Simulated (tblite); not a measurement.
A tight-binding relaxation on `C=[CH][GeH2][CH2]CCN`.

Computed with GFN2-xTB geometry optimisation, gas phase (tblite 0.8.0). Start geometry: from a force field or distance geometry. The command runs a driver script over a list of jobs; the input below is this job's line of settings and its coordinates in Å.

Command:
```bash
OMP_NUM_THREADS=1 python probes_run.py task.json out
```

Input:
```
{"job": {"kind": "relax", "xc": "GFN2-xTB", "basis": "xTB"}, "charge": 0, "multiplicity": 1}
C     -3.977700     0.330800    -1.116000
C     -3.055600     0.168700    -0.195300
Ge    -1.401000    -0.780300    -0.489300
C      0.046300    -0.086100     0.587300
C      1.343600    -0.053400    -0.132400
C      2.478600     0.481500     0.708100
N      3.676900     0.472800    -0.122300
H     -3.894800    -0.042000    -2.123900
H     -4.878600     0.878000    -0.847300
H     -3.211200     0.571900     0.808700
H     -1.652800    -2.265400    -0.116200
H     -0.957500    -0.749400    -1.964200
H      0.163200    -0.812400     1.455800
H     -0.217700     0.868200     1.082600
H      1.262100     0.614600    -1.033000
H      1.659900    -1.040500    -0.526000
H      2.679900    -0.148900     1.593000
H      2.290400     1.540600     0.971700
H      4.282500    -0.336700     0.149000
H      3.358400     0.398700    -1.102900
```

Output:
```
step      E/eV     max force
  0    -601.14546    2.330
  1    -601.30121    0.727
  2    -601.34937    0.611
  3    -601.39085    0.610
  4    -601.42418    0.462
  5    -601.43993    0.359
  6    -601.45526    0.344
  7    -601.46649    0.312
  8    -601.47665    0.295
  9    -601.48569    0.262
... (154 lines left out)
164    -601.65245    0.021
165    -601.65250    0.018
166    -601.65254    0.020
167    -601.65259    0.015
168    -601.65263    0.014
169    -601.65267    0.012
170    -601.65270    0.010
171    -601.65272    0.011
172    -601.65273    0.012
173    -601.65274    0.008
```

«max force» is the largest atomic force in eV/Å.

Question: From which step on does the largest force stay under 0.1 eV/Å, and how much energy is left to gain from there?

Answer: From step 71 (0.071 eV/Å), 26.6 meV above the end.

Summary of the converged run: energy lowered by 11.7 kcal/mol over 173 steps; largest atomic force 0.008 eV/Å at the end.

Question: Give the final coordinates.

Answer: 0.596 Å rms from the input after alignment:
```
atom  x, y, z in Å
C1    -4.0232    0.4791   -0.8003
C2    -3.1928   -0.2592   -0.0831
Ge3   -1.4142   -0.8008   -0.6777
C4     0.0102    0.1472    0.3260
C5     1.4110   -0.2090   -0.1510
C6     2.4924    0.5554    0.6260
N7     3.8551    0.2774    0.2107
H8    -3.7614    0.8104   -1.7934
H9    -4.9946    0.7843   -0.4398
H10   -3.4904   -0.5725    0.9102
H11   -1.2462   -2.2890   -0.5012
H12   -1.2774   -0.5319   -2.1534
H13   -0.0853   -0.0854    1.3886
H14   -0.1475    1.2232    0.2253
H15    1.5036    0.0239   -1.2165
H16    1.5766   -1.2847   -0.0342
H17    2.4174    0.3127    1.6902
H18    2.3276    1.6313    0.5143
H19    4.0584   -0.7115    0.3164
H20    3.9756    0.5098   -0.7701
```

Time: 2.0 s wall. Hardware: Arm Neoverse N1, one thread, no GPU, shared host with 64 logical CPUs at a one-minute load of 61.
Labels such as C1 count atoms from 1, the log's own numbers from 0.
